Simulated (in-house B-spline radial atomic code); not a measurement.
Successive ionisation energies of iridium; each step leads to the configuration of the next row (after the last: [Ne] 3s1). Dirac energy differences include first-order Breit, QED and recoil terms. NIST's values go from ground level to ground level; the uncertainty of those that are theory runs from under 0.1 % in few-electron ions to several per cent in heavy many-electron ones. Computed with a B-spline radial code for spherical atoms: Dirac-Hartree-Fock, jj configuration that fills j = l - 1/2 first, finite nuclei.

A number in brackets counts the electrons of a j subshell.

```csv
ion,configuration,ionisation energy (eV),tabulated value (eV),tabulated kind,computed minus tabulated (eV),highest orbital,largest mean radius (bohr)
Ir56+,[Ar] 3d3/2(3),5612.1,5609,tabulated theory,3,3d3/2,0.18264
Ir57+,[Ar] 3d3/2(2),5760.2,5765,tabulated theory,-5,3d3/2,0.18158
Ir58+,[Ar] 3d3/2(1),?,?,tabulated theory,?,?,?
Ir59+,[Ne] 3s2 3p6,6314.6,6315,tabulated theory,0,3p3/2,0.1795
Ir60+,[Ne] 3s2 3p1/2(2) 3p3/2(3),6445.0,6441,tabulated theory,4,3p3/2,0.17859
Ir61+,[Ne] 3s2 3p1/2(2) 3p3/2(2),?,?,tabulated theory,?,?,?
Ir62+,[Ne] 3s2 3p1/2(2) 3p3/2(1),?,?,tabulated theory,?,?,?
Ir63+,[Ne] 3s2 3p1/2(2),7272.6,7274,tabulated theory,-1,3p1/2,0.17517
Ir64+,[Ne] 3s2 3p1/2(1),7421.5,7421,tabulated theory,1,3p1/2,0.17451
Ir65+,[Ne] 3s2,7710.1,7710,tabulated theory,0,3s1/2,0.17387
```

Q: Fill in the row of Ir58+.

A: ionisation energy (eV): 5910.0; tabulated value (eV): 5910; computed minus tabulated (eV): 0; highest orbital: 3d3/2; largest mean radius (bohr): 0.18053.

Q: Fill in the row of Ir61+.

A: ionisation energy (eV): 6576.3; tabulated value (eV): 6580; computed minus tabulated (eV): -4; highest orbital: 3p3/2; largest mean radius (bohr): 0.17775.

Q: Fill in the row of Ir62+.

A: ionisation energy (eV): 6708.6; tabulated value (eV): 6708; computed minus tabulated (eV): 1; highest orbital: 3p3/2; largest mean radius (bohr): 0.17692.
